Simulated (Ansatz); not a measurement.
C$_{4}$H$_{3}$O (SMILES [c]1ccco1), doublet (typed; the unrestricted solution is spin-contaminated), geometry from GFN2-xTB; Ansatz (a program for electronic structure) with CCSD(T)/STO-3G.

Input for Ansatz:
Ansatz 0.2 input:
```yaml
crystal:
  periodic: [false, false, false]
  atoms:
    - {symbol: O, position_ang: [-0.00407297, 0.07202035, 1.17779240]}
    - {symbol: C, position_ang: [0.01523432, 1.11149462, 0.36439717]}
    - {symbol: C, position_ang: [-0.01720427, -1.02440881, 0.38574577]}
    - {symbol: C, position_ang: [0.01590251, 0.77672463, -0.94435828]}
    - {symbol: C, position_ang: [-0.00581900, -0.65162965, -0.92354072]}
    - {symbol: H, position_ang: [-0.03380726, -1.98146239, 0.86699691]}
    - {symbol: H, position_ang: [0.02937772, 1.41963845, -1.79726451]}
    - {symbol: H, position_ang: [-0.01166803, -1.28742368, -1.78553519]}
basis:
  gaussian:
    orbitals: STO-3G
    fitting: {mean_field: cc-pVTZ-JKFIT, correlation: cc-pVTZ-RIFIT}
magnetization: {spin_polarized: true, initial_magnetization: 1}
correlation: {method: ccsd_t}
```

### Question
Write the output that Ansatz gives for this input, abridged.

### Answer

```
Functional definition: HF
485 factors; integrals over basis functions are off by at most 7.9e-4 eV
495 factors; integrals over basis functions are off by at most 4.2e-3 eV
mean field evaluation 1: about -6120.3777 eV, gradient 1.7e1 eV
mean field evaluation 2: about -6122.4272 eV, gradient 7.4e0 eV
mean field evaluation 4: about -6123.0232 eV, gradient 2.1e0 eV
mean field evaluation 8: about -6123.3719 eV, gradient 1.9e-1 eV
mean field evaluation 16: about -6124.0657 eV, gradient 7.6e0 eV
mean field evaluation 32: about -6123.3732 eV, gradient 7.5e-2 eV
mean field evaluation 64: about -6121.9517 eV, gradient 4.1e0 eV
mean field evaluation 96: about -6124.8883 eV, gradient 1.2e0 eV
mean field evaluation 128: about -6124.4178 eV, gradient 2.2e0 eV
mean field -6125.25193650 eV, -225.0988568216 hartree, gradient 1.3e-6 eV, S^2 1.287180; 3 other end points of the search recorded, 0 dependent functions left out
determinant -6125.25193650 eV, -225.0988568216 hartree, with singles and doubles -6133.35890656 eV, -225.3967824760 hartree
determinant -6123.37333815 eV, -225.0298196055 hartree, with singles and doubles -6130.95176820 eV, -225.3083217729 hartree
5 core orbitals not correlated
reference -6125.25193650 eV, -225.0988568216 hartree; 13, 12 occupied and 10, 11 virtual orbitals, 495 factors
second order -5.99867785 eV of doubles, -0.00000000 eV of singles
cycle   1  -8.10867680 eV  change   -1.7e-3 eV  update   4.6e-3
cycle   2  -8.11183416 eV  change   -3.2e-3 eV  update   3.5e-3
cycle   3  -8.11416469 eV  change   -2.3e-3 eV  update   1.9e-3
cycle   4  -8.11654417 eV  change   -2.4e-3 eV  update   9.7e-4
cycle   5  -8.11954414 eV  change   -3.0e-3 eV  update   4.5e-4
cycle   6  -8.12112595 eV  change   -1.6e-3 eV  update   2.0e-4
cycle   7  -8.12106309 eV  change    6.3e-5 eV  update   6.9e-5
cycle   8  -8.12092281 eV  change    1.4e-4 eV  update   3.3e-5
cycle   9  -8.12085964 eV  change    6.3e-5 eV  update   1.8e-5
cycle  10  -8.12084357 eV  change    1.6e-5 eV  update   8.0e-6
perturbative correction -0.24695813 eV, -0.0090755437 hartree
Total energy: -6133.61973820 eV, -225.4063678621 hartree
```
